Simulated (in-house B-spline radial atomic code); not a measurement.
# Ionising Cd X (Cd9+) with different functionals

Computed with an all-electron radial atomic-structure program (B-spline basis): scalar-relativistic (spin-free X2C) Hamiltonian, Fermi nucleus of rms radius 4.6087 fm, spin-polarised at highest spin, spherical fractional occupations for the functionals, and exact exchange of hybrids averaged over the configuration. The ionisation energy is the difference of two self-consistent energies, [Kr] 4d3 → [Kr] 4d2, without Breit or QED terms; ε is the level of the shell that loses the electron (its least bound occupied spin orbital). There is no spin-orbit coupling in this Hamiltonian.

```tsv
method	rung	ΔSCF (eV)	-ε(4d) (eV)
PBE0	global hybrid	173.74	165.79
B3LYP	global hybrid	173.66	165.11
TPSSh	global hybrid	173.65	163.99
M06-2X	global hybrid	?	?
BHandHLYP	global hybrid	173.54	168.48
r2SCAN0	global hybrid	173.88	166.06
B97-1	global hybrid	?	?
HSE06	range-separated hybrid	173.69	165.33
wB97X	range-separated hybrid	173.41	168.01
CAM-B3LYP	range-separated hybrid	173.61	167.10
LC-wPBE	range-separated hybrid	173.73	168.37
```

Q: What does M06-2X give?

A: ΔSCF 173.41 eV, and -ε(4d) = 168.72 eV.

Q: What does B97-1 give?

A: ΔSCF 173.55 eV, and -ε(4d) = 165.10 eV.

Q: Among the functionals, which spreads more, the ΔSCF values or the orbital energies?

A: The orbital energies: ΔSCF values span about 0.47 eV and the orbital energies 4.74 eV; here energy differences depend much less on the functional than eigenvalues do.

Q: How do they compare with the NIST value?

A: NIST lists 173 eV ± 2.2 (tabulated theory, ground level to ground level). Errors run from +0.41 to +0.88 eV; all lie within about twice that uncertainty, so the table can't rank the methods.
